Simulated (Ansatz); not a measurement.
`C[SiH2]C=O` + H–F → `O=C[SiH2]F` + CH₄  (ligand exchange at the Si–C bond)

Isolated molecules relaxed with PBE0-D4/def2-TZVP in Ansatz; ΔE leaves out vibrations. CBS: MP2 limit from def2 TZ/QZ plus the TZ coupled-cluster correction, frozen cores. This one scheme is used for every species. DFT in def2-TZVPP. B3LYP here is the variant with VWN-RPA as its local correlation; programs differ in this. HSE06 is defined as in plane-wave codes. Each species was taken in one conformer, which may not be the lowest.

```json
{"level": "PBE-D4", "ΔE (kJ/mol)": "-119.6", "difference from CCSD(T)/CBS": "8.8"}
{"level": "revPBE-D4", "ΔE (kJ/mol)": "-116.6", "difference from CCSD(T)/CBS": "11.8"}
{"level": "BLYP-D4", "ΔE (kJ/mol)": "-133.7", "difference from CCSD(T)/CBS": "-5.3"}
{"level": "r2SCAN-D4", "ΔE (kJ/mol)": "-132.3", "difference from CCSD(T)/CBS": "-3.9"}
{"level": "PBE0-D4", "ΔE (kJ/mol)": "-120.7", "difference from CCSD(T)/CBS": "7.7"}
{"level": "B3LYP-D4", "ΔE (kJ/mol)": "-134.5", "difference from CCSD(T)/CBS": "-6.1"}
{"level": "r2SCANh-D4", "ΔE (kJ/mol)": "-131.5", "difference from CCSD(T)/CBS": "-3.1"}
{"level": "r2SCAN0-D4", "ΔE (kJ/mol)": "-130.4", "difference from CCSD(T)/CBS": "-2.0"}
{"level": "HSE06-D4", "ΔE (kJ/mol)": "-120.5", "difference from CCSD(T)/CBS": "7.9"}
{"level": "BHLYP-D4", "ΔE (kJ/mol)": "-139.3", "difference from CCSD(T)/CBS": "-10.9"}
{"level": "CAM-B3LYP-D4", "ΔE (kJ/mol)": "-138.5", "difference from CCSD(T)/CBS": "-10.1"}
{"level": "ωB97X-V", "ΔE (kJ/mol)": "-132.1", "difference from CCSD(T)/CBS": "-3.7"}
{"level": "ωB97M-V", "ΔE (kJ/mol)": "-130.9", "difference from CCSD(T)/CBS": "-2.5"}
{"level": "B2PLYP", "ΔE (kJ/mol)": "-138.8", "difference from CCSD(T)/CBS": "-10.4"}
{"level": "PBE", "ΔE (kJ/mol)": "-123.7", "difference from CCSD(T)/CBS": "4.7"}
{"level": "revPBE", "ΔE (kJ/mol)": "-125.7", "difference from CCSD(T)/CBS": "2.7"}
{"level": "BLYP", "ΔE (kJ/mol)": "-142.0", "difference from CCSD(T)/CBS": "-13.6"}
{"level": "r2SCAN", "ΔE (kJ/mol)": "-133.5", "difference from CCSD(T)/CBS": "-5.1"}
{"level": "PBE0", "ΔE (kJ/mol)": "-124.3", "difference from CCSD(T)/CBS": "4.1"}
{"level": "B3LYP", "ΔE (kJ/mol)": "-141.0", "difference from CCSD(T)/CBS": "-12.6"}
{"level": "r2SCANh", "ΔE (kJ/mol)": "-132.7", "difference from CCSD(T)/CBS": "-4.3"}
{"level": "HSE06", "ΔE (kJ/mol)": "-123.9", "difference from CCSD(T)/CBS": "4.5"}
{"level": "BHLYP", "ΔE (kJ/mol)": "-144.6", "difference from CCSD(T)/CBS": "-16.2"}
{"level": "CAM-B3LYP", "ΔE (kJ/mol)": "-142.2", "difference from CCSD(T)/CBS": "-13.8"}
{"level": "LC-ωPBE", "ΔE (kJ/mol)": "-128.6", "difference from CCSD(T)/CBS": "-0.2"}
{"level": "RPA@PBE/def2-TZVPP", "ΔE (kJ/mol)": "-131.3", "difference from CCSD(T)/CBS": "-2.9"}
{"level": "HF/def2-SVP", "ΔE (kJ/mol)": "-143.7", "difference from CCSD(T)/CBS": "-15.3"}
{"level": "MP2/def2-SVP", "ΔE (kJ/mol)": "-132.2", "difference from CCSD(T)/CBS": "-3.8"}
{"level": "CCSD/def2-SVP", "ΔE (kJ/mol)": "-132.4", "difference from CCSD(T)/CBS": "-4.0"}
{"level": "CCSD(T)/def2-SVP", "ΔE (kJ/mol)": "-130.8", "difference from CCSD(T)/CBS": "-2.4"}
{"level": "HF/def2-TZVPP", "ΔE (kJ/mol)": "-152.9", "difference from CCSD(T)/CBS": "-24.5"}
{"level": "MP2/def2-TZVPP", "ΔE (kJ/mol)": "-129.8", "difference from CCSD(T)/CBS": "-1.4"}
{"level": "SCS-MP2/def2-TZVPP", "ΔE (kJ/mol)": "-136.4", "difference from CCSD(T)/CBS": "-8.0"}
{"level": "CCSD/def2-TZVPP", "ΔE (kJ/mol)": "-132.2", "difference from CCSD(T)/CBS": "-3.8"}
{"level": "CCSD(T)/def2-TZVPP", "ΔE (kJ/mol)": "-129.3", "difference from CCSD(T)/CBS": "-0.9"}
{"level": "HF/def2-QZVPP", "ΔE (kJ/mol)": "-154.6", "difference from CCSD(T)/CBS": "-26.2"}
{"level": "SCS-MP2/def2-QZVPP", "ΔE (kJ/mol)": "-136.4", "difference from CCSD(T)/CBS": "-8.0"}
{"level": "HF/CBS(def2)", "ΔE (kJ/mol)": "-154.8", "difference from CCSD(T)/CBS": "-26.4"}
{"level": "MP2/CBS(def2)", "ΔE (kJ/mol)": "-128.9", "difference from CCSD(T)/CBS": "-0.5"}
{"level": "CCSD/CBS(def2)", "ΔE (kJ/mol)": "-131.3", "difference from CCSD(T)/CBS": "-2.9"}
{"level": "CCSD(T)/CBS", "ΔE (kJ/mol)": "-128.4", "difference from CCSD(T)/CBS": "0"}
```

Largest T1 diagnostic among the species: 0.014.

The D4 term adds +6.5 kJ/mol with B3LYP and +3.6 kJ/mol with PBE0; it sums over pairs of atoms, weighted by their polarisabilities, and B3LYP, whose exchange is more repulsive, gets the larger term. In def2-TZVPP, CCSD(T) changes the Hartree–Fock value by +23.6 kJ/mol (the triples alone add +2.9 kJ/mol) and MP2 by +23.1 kJ/mol. Leaving LDA and LC-ωPBE aside and taking each functional with its dispersion term where it has one, the values spread over 22.7 kJ/mol, from BHLYP-D4 to revPBE-D4. LDA lies +7.4 kJ/mol from PBE without D4.
